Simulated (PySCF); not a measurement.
# AlHg⁺: from constants to spectrum

RHF-CCSD(T) constants of AlHg⁺, ¹Σ⁺ (singlet), closed shell (Al def2-SVP, Hg def2-SVP with ECP60; scalar-relativistic core potentials (PySCF 2.14); masses 26.9815 and 201.9706 u):

```
ωe              : 113.7 cm⁻¹
ωexe            : 1.33 cm⁻¹
Be              : 0.077044 cm⁻¹
αe              : 0.000988 cm⁻¹
D (centrifugal) : 1.41e-07 cm⁻¹
De to Al⁺ + Hg  : 0.370 eV
```

(1) Estimate the standard entropy (1 bar) and heat capacity of the ideal gas at 500 K, rigid rotor with B0 and harmonic oscillator at the fundamental.

Correlated steps freeze 5 core orbitals. The bond is weak. Basis-set superposition, not corrected here, can be much of De in a small basis, most of all at correlated wavefunction levels. Spin–orbit coupling is left out. For an ion De counts to the pair picked by the measured ionisation energies or electron affinities, which need not be the lowest pair at this level.

Answers

(1) Translation (Sackur–Tetrode, M = 228.95 u): 187.4 J/(mol K). Rotation: q = kT/(σB0) = 4540 with σ = 1, 78.3. Vibration: x = hcν0/kT = 0.320, 17.84. S° = 283.5 J/(mol K); Cp = 7R/2 + 8.24 = 37.3 J/(mol K).
